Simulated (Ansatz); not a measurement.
One change: `C=C([SiH3])OC=S` becomes `C=C([SiH3])OC`.

Ansatz, PBE0-D4/def2-TZVP geometries, multiplicity 1. Each molecule was computed in one conformer, which needn't be the lowest.

| property | `C=C([SiH3])OC=S` |
| --- | --- |
| HOMO–LUMO gap (PBE0/def2-TZVPP) / eV | 4.91 |
| HOMO energy (B3LYP/def2-TZVPP) / eV | -6.51 |
| HOMO energy (ωB97M-V/def2-TZVPP) / eV | -8.97 |
| size of the dipole moment (PBE/def2-TZVPP) / D | 3.34 |
| HOMO–LUMO gap (B3LYP/def2-TZVPP) / eV | 4.46 |
| HOMO energy (PBE0/def2-TZVPP) / eV | -6.76 |

Problem. What does the change do to each property? (Best estimate.)

Solution. The calculation gave: 
| property | `C=C([SiH3])OC` | shift |
| --- | --- | --- |
| HOMO–LUMO gap (PBE0/def2-TZVPP) / eV | 7.05 | 2.14 |
| HOMO energy (B3LYP/def2-TZVPP) / eV | -6.69 | -0.18 |
| HOMO energy (ωB97M-V/def2-TZVPP) / eV | -9.15 | -0.18 |
| size of the dipole moment (PBE/def2-TZVPP) / D | 1.47 | -1.87 |
| HOMO–LUMO gap (B3LYP/def2-TZVPP) / eV | 6.61 | 2.15 |
| HOMO energy (PBE0/def2-TZVPP) / eV | -6.91 | -0.15 |

With PBE0 the HOMO falls by 0.15 eV and the LUMO rises by 1.99 eV, so the gap widens by about 2.14 eV. PBE moves the HOMO by -0.19 eV and ωB97M-V by -0.18 eV. Dipoles are sizes alone; their direction can turn.

B3LYP here is the variant with VWN-RPA as its local correlation; programs differ in this.
